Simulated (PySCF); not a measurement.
Energy of Ag⁺ (silver, charge +1) between two integer charges

The 4d beta orbital of [Kr] 4d10 is emptied in steps (occupation f), with all orbitals relaxed, ending at [Kr] 4d9. Computed with PySCF 2.14 in x2c-TZVPall, with the spin-free X2C one-electron Hamiltonian (Gaussian nucleus). The exact energy is a straight line in f; departures are measured from the line between the end points of the same method.

```json
{"f": "1", "UHF (eV)": "0.000", "LDA (eV)": "0.000", "PBE (eV)": "0.000", "PBE0 (eV)": "0.000", "r2SCAN (eV)": "0.000", "LC-wPBE (eV)": "0.000", "BHandHLYP (eV)": "0.000", "wB97X (eV)": "0.000", "B3LYP (eV)": "0.000", "BLYP (eV)": "0.000"}
{"f": "0.8", "UHF (eV)": "0.353", "LDA (eV)": "-1.037", "PBE (eV)": "-1.011", "PBE0 (eV)": "-0.677", "r2SCAN (eV)": "-0.946", "LC-wPBE (eV)": "-0.222", "BHandHLYP (eV)": "-0.341", "wB97X (eV)": "-0.265", "B3LYP (eV)": "-0.746", "BLYP (eV)": "-1.008"}
{"f": "0.6", "UHF (eV)": "0.513", "LDA (eV)": "-1.569", "PBE (eV)": "-1.526", "PBE0 (eV)": "-1.022", "r2SCAN (eV)": "-1.424", "LC-wPBE (eV)": "-0.339", "BHandHLYP (eV)": "-0.520", "wB97X (eV)": "-0.406", "B3LYP (eV)": "-1.127", "BLYP (eV)": "-1.524"}
{"f": "0.4", "UHF (eV)": "0.497", "LDA (eV)": "-1.581", "PBE (eV)": "-1.536", "PBE0 (eV)": "-1.029", "r2SCAN (eV)": "-1.429", "LC-wPBE (eV)": "-0.344", "BHandHLYP (eV)": "-0.528", "wB97X (eV)": "-0.413", "B3LYP (eV)": "-1.135", "BLYP (eV)": "-1.534"}
{"f": "0.2", "UHF (eV)": "0.321", "LDA (eV)": "-1.062", "PBE (eV)": "-1.030", "PBE0 (eV)": "-0.690", "r2SCAN (eV)": "-0.955", "LC-wPBE (eV)": "-0.233", "BHandHLYP (eV)": "-0.357", "wB97X (eV)": "-0.280", "B3LYP (eV)": "-0.762", "BLYP (eV)": "-1.030"}
{"f": "0", "UHF (eV)": "0.000", "LDA (eV)": "0.000", "PBE (eV)": "0.000", "PBE0 (eV)": "0.000", "r2SCAN (eV)": "0.000", "LC-wPBE (eV)": "0.000", "BHandHLYP (eV)": "0.000", "wB97X (eV)": "0.000", "B3LYP (eV)": "0.000", "BLYP (eV)": "0.000"}
```

For LC-wPBE, how does the orbital energy at f = 1 compare with the removal energy?

−ε = 20.237 eV against a total-energy difference of 21.593 eV. By Janak's theorem ε = ∂E/∂f, so the gap between them reflects the curvature. Along the path −ε is 20.739 (f = 0.8), 21.280 (f = 0.6), 21.852 (f = 0.4), 22.449 (f = 0.2) eV.

```json
{"method": "UHF", "E(f=0) − E(f=1) (eV)": "19.765", "−ε at f=1 (eV)": "22.047", "−ε at f=0.4 (eV)": "19.274"}
{"method": "LDA", "E(f=0) − E(f=1) (eV)": "22.356", "−ε at f=1 (eV)": "15.929", "−ε at f=0.4 (eV)": "23.614"}
{"method": "PBE", "E(f=0) − E(f=1) (eV)": "21.915", "−ε at f=1 (eV)": "15.647", "−ε at f=0.4 (eV)": "23.148"}
{"method": "PBE0", "E(f=0) − E(f=1) (eV)": "21.665", "−ε at f=1 (eV)": "17.468", "−ε at f=0.4 (eV)": "22.492"}
{"method": "r2SCAN", "E(f=0) − E(f=1) (eV)": "21.682", "−ε at f=1 (eV)": "15.799", "−ε at f=0.4 (eV)": "22.852"}
{"method": "LC-wPBE", "E(f=0) − E(f=1) (eV)": "21.593", "−ε at f=1 (eV)": "20.237", "−ε at f=0.4 (eV)": "21.852"}
{"method": "BHandHLYP", "E(f=0) − E(f=1) (eV)": "21.358", "−ε at f=1 (eV)": "19.260", "−ε at f=0.4 (eV)": "21.760"}
{"method": "wB97X", "E(f=0) − E(f=1) (eV)": "21.570", "−ε at f=1 (eV)": "19.948", "−ε at f=0.4 (eV)": "21.879"}
{"method": "B3LYP", "E(f=0) − E(f=1) (eV)": "21.833", "−ε at f=1 (eV)": "17.210", "−ε at f=0.4 (eV)": "22.741"}
{"method": "BLYP", "E(f=0) − E(f=1) (eV)": "21.840", "−ε at f=1 (eV)": "15.590", "−ε at f=0.4 (eV)": "23.067"}
```

Reference removal energy between the ground levels: 21.484 eV (measured; NIST Atomic Spectra Database, ionization energies). The calculation has no spin-orbit coupling. UHF lacks correlation.
